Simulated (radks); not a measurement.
The numbers below are computed, except where a source is named.
Isoelectronic series with 26 electrons, each ion in its NIST ground configuration. Code: a radial shooting solver on a logarithmic mesh with Libxc functionals. Model: Dirac Kohn-Sham, PBE, spin-unpolarised, spherical densities, point nucleus; open shells fill j = l - 1/2 first. Total energies (hartree) and mean radii <r> (bohr) (* marks an orbital that is empty in some or all of the ions):

[
 {"ion": "Fe", "configuration": "[Ar] 3d6 4s2", "E (hartree)": "-1272.48447", "4s1/2*": "2.989", "3d5/2": "1.145", "3d3/2": "1.138", "3p3/2": "0.8609"},
 {"ion": "Ni2+", "configuration": "[Ar] 3d8", "E (hartree)": "-1519.60592", "4s1/2*": "2.349", "3d5/2": "0.9717", "3d3/2": "0.9660", "3p3/2": "0.7823"},
 {"ion": "Zn4+", "configuration": "[Ar] 3d8", "E (hartree)": "-1791.29443", "4s1/2*": "1.854", "3d5/2": "0.7751", "3d3/2": "0.7712", "3p3/2": "0.7001"},
 {"ion": "Ge6+", "configuration": "[Ar] 3d8", "E (hartree)": "-2087.43543", "4s1/2*": "1.554", "3d5/2": "0.6566", "3d3/2": "0.6533", "3p3/2": "0.6307"},
 {"ion": "Se8+", "configuration": "[Ar] 3d8", "E (hartree)": "-2408.10002", "4s1/2*": "1.347", "3d5/2": "0.5739", "3d3/2": "0.5709", "3p3/2": "0.5728"},
 {"ion": "Kr10+", "configuration": "[Ar] 3d8", "E (hartree)": "-2753.42267", "4s1/2*": "1.193", "3d5/2": "0.5117", "3d3/2": "0.5088", "3p3/2": "0.5242"},
 {"ion": "Sr12+", "configuration": "[Ar] 3d8", "E (hartree)": "-3123.57464", "4s1/2*": "1.073", "3d5/2": "0.4626", "3d3/2": "0.4598", "3p3/2": "0.4831"},
 {"ion": "Zr14+", "configuration": "[Ar] 3d8", "E (hartree)": "-3518.75470", "4s1/2*": "0.9755", "3d5/2": "0.4228", "3d3/2": "0.4199", "3p3/2": "0.4478"},
 {"ion": "Mo16+", "configuration": "[Ar] 3d8", "E (hartree)": "-3939.18546", "4s1/2*": "0.8949", "3d5/2": "0.3896", "3d3/2": "0.3867", "3p3/2": "0.4173"},
 {"ion": "Ru18+", "configuration": "[Ar] 3d8", "E (hartree)": "-4385.11193", "4s1/2*": "0.8269", "3d5/2": "0.3614", "3d3/2": "0.3585", "3p3/2": "0.3906"},
 {"ion": "Pd20+", "configuration": "[Ar] 3d8", "E (hartree)": "-4856.80125", "4s1/2*": "0.7686", "3d5/2": "0.3372", "3d3/2": "0.3343", "3p3/2": "0.3671"},
 {"ion": "Cd22+", "configuration": "[Ar] 3d8", "E (hartree)": "-5354.54301", "4s1/2*": "0.7180", "3d5/2": "0.3161", "3d3/2": "0.3131", "3p3/2": "0.3462"},
 {"ion": "Sn24+", "configuration": "[Ar] 3d8", "E (hartree)": "-5878.65003", "4s1/2*": "0.6736", "3d5/2": "0.2976", "3d3/2": "0.2945", "3p3/2": "0.3275"},
 {"ion": "Te26+", "configuration": "[Ar] 3d8", "E (hartree)": "-6429.45937", "4s1/2*": "0.6343", "3d5/2": "0.2812", "3d3/2": "0.2780", "3p3/2": "0.3107"},
 {"ion": "Xe28+", "configuration": "[Ar] 3d8", "E (hartree)": "-7007.33373", "4s1/2*": "0.5991", "3d5/2": "0.2665", "3d3/2": "0.2633", "3p3/2": "0.2955"},
 {"ion": "Ba30+", "configuration": "[Ar] 3d8", "E (hartree)": "-7612.6629", "4s1/2*": "0.5676", "3d5/2": "0.2533", "3d3/2": "0.2500", "3p3/2": "0.2817"},
 {"ion": "Ce32+", "configuration": "[Ar] 3d8", "E (hartree)": "-8245.8659", "4s1/2*": "0.5390", "3d5/2": "0.2413", "3d3/2": "0.2380", "3p3/2": "0.2691"}
]
